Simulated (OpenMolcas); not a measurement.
# Sm2+ in a point-charge field

Sm2+ among 7 point charges of -1 e arranged as a pentagonal bipyramid (D5h), 2.3 Å from the ion, with the axial distance 2.737 Å.

```yaml
Program: OpenMolcas 26.06
Method: CASSCF
Basis: ANO-RCC-VDZP [7s6p4d2f1g]
Scalar_Hamiltonian: DKH2, point nucleus
Active_space: 6 electrons in 7 orbitals (4f)
State_averaging: 2S+1 = 7 even, 7 roots; 2S+1 = 5 even, 86 roots kept (CI in the orbitals of an earlier block); 2S+1 = 3 even, 91 roots kept (CI in the orbitals of an earlier block, 76 in the spin-orbit step); 2S+1 = 1 even, 1 root kept (CI in the orbitals of an earlier block, 0 in the spin-orbit step)
Spin-orbit_coupling: RASSI with atomic mean-field integrals over the reference wave functions
```

The lowest spin-free states, above the lowest:

```csv
State,Degeneracy,E (cm-1),Free-ion L (%)
2S+1 = 7,2,0.0,F (100)
2S+1 = 7,2,1135,F (100)
2S+1 = 7,2,1378,F (100)
2S+1 = 7,1,1439,F (100)
2S+1 = 5,2,22428,D (100)
2S+1 = 5,2,22580,D (100)
2S+1 = 5,1,22753,D (100)
2S+1 = 5,1,25512,L (100)
2S+1 = 5,1,25514,L (100)
2S+1 = 5,2,25547,L (100)
2S+1 = 5,2,25561,L (100)
2S+1 = 5,2,25641,L (99)
2S+1 = 5,2,25721,L (99)
2S+1 = 5,2,25733,L (100)
2S+1 = 5,2,25776,L (99)
2S+1 = 5,1,25796,L (99)
2S+1 = 5,2,26167,L (100)
2S+1 = 5,2,26376,G (100)
2S+1 = 5,2,26819,G (99)
2S+1 = 5,2,27026,G (99)
```

The lowest levels with spin-orbit coupling:

```json
{"E (cm-1)": "0.0", "Degeneracy": "1", "2S+1": "7", "J": "1.10", "|mJ| (%)": "0 (100)", "g": ""}
{"E (cm-1)": "32.3", "Degeneracy": "1", "2S+1": "7", "J": "1.29", "|mJ| (%)": "0 (100)", "g": ""}
{"E (cm-1)": "534.7", "Degeneracy": "2", "2S+1": "7", "J": "1.92", "|mJ| (%)": "1 (100)", "g": "0.00 0.00 1.25"}
{"E (cm-1)": "1099", "Degeneracy": "2", "2S+1": "7", "J": "2.68", "|mJ| (%)": "2 (100)", "g": "0.00 0.00 2.87"}
{"E (cm-1)": "1248", "Degeneracy": "1", "2S+1": "7", "J": "1.59", "|mJ| (%)": "0 (100)", "g": ""}
{"E (cm-1)": "1297", "Degeneracy": "2", "2S+1": "7", "J": "1.64", "|mJ| (%)": "1 (100)", "g": "0.00 0.00 5.28"}
{"E (cm-1)": "1712", "Degeneracy": "2", "2S+1": "7", "J": "3.50", "|mJ| (%)": "3 (100)", "g": "0.00 0.00 6.74"}
{"E (cm-1)": "1982", "Degeneracy": "2", "2S+1": "7", "J": "2.74", "|mJ| (%)": "2 (100)", "g": "0.00 0.00 7.07"}
{"E (cm-1)": "1991", "Degeneracy": "1", "2S+1": "7", "J": "2.88", "|mJ| (%)": "0 (100)", "g": ""}
{"E (cm-1)": "1995", "Degeneracy": "2", "2S+1": "7", "J": "2.86", "|mJ| (%)": "1 (100)", "g": "0.00 0.00 3.79"}
{"E (cm-1)": "2360", "Degeneracy": "2", "2S+1": "7", "J": "4.35", "|mJ| (%)": "4 (100)", "g": "0.00 0.00 10.49"}
{"E (cm-1)": "2750", "Degeneracy": "2", "2S+1": "7", "J": "3.79", "|mJ| (%)": "3 (100)", "g": "0.00 0.00 9.75"}
{"E (cm-1)": "2860", "Degeneracy": "2", "2S+1": "7", "J": "3.87", "|mJ| (%)": "2 (100)", "g": "0.00 0.00 6.92"}
{"E (cm-1)": "2923", "Degeneracy": "2", "2S+1": "7", "J": "3.93", "|mJ| (%)": "1 (100)", "g": "0.00 0.00 3.58"}
{"E (cm-1)": "2942", "Degeneracy": "1", "2S+1": "7", "J": "3.96", "|mJ| (%)": "0 (100)", "g": ""}
{"E (cm-1)": "3028", "Degeneracy": "2", "2S+1": "7", "J": "5.18", "|mJ| (%)": "5 (100)", "g": "0.00 0.00 14.23"}
{"E (cm-1)": "3602", "Degeneracy": "2", "2S+1": "7", "J": "4.81", "|mJ| (%)": "4 (100)", "g": "0.00 0.00 12.70"}
{"E (cm-1)": "3714", "Degeneracy": "2", "2S+1": "7", "J": "6.00", "|mJ| (%)": "6 (100)", "g": "0.00 0.00 17.96"}
{"E (cm-1)": "3790", "Degeneracy": "2", "2S+1": "7", "J": "4.88", "|mJ| (%)": "3 (100)", "g": "0.00 0.00 9.85"}
{"E (cm-1)": "3897", "Degeneracy": "2", "2S+1": "7", "J": "4.94", "|mJ| (%)": "2 (100)", "g": "0.00 0.00 6.67"}
```

Powder χT (cm3 K/mol): 0.0906 at 2 K, 0.445 at 10 K, 1.07 at 50 K, 1.26 at 100 K, 1.54 at 200 K, 1.76 at 300 K. The effective moment at 300 K is 2.828 √(χT) = 3.75 μB.

Hund's rules give f6 a J = 0 ground level with no moment of its own; the computed χT of 1.757 cm3 K/mol at 300 K comes from higher levels.

High states are left out of the spin-orbit mixing, which shifts the levels that they would mix with. This is an electrostatic model: the charges have no orbitals. An unlabelled pair can be two single states that coincide in this model. The first state left out of the spin-orbit step lies near 44000 cm-1 above the lowest spin-free state of the reference (among the parities and spins computed), and the lists stop at four fifths of that energy or lower. No measured value stands beside these numbers.

With an even number of electrons the g values are those of a degenerate or nearly degenerate non-Kramers pair.
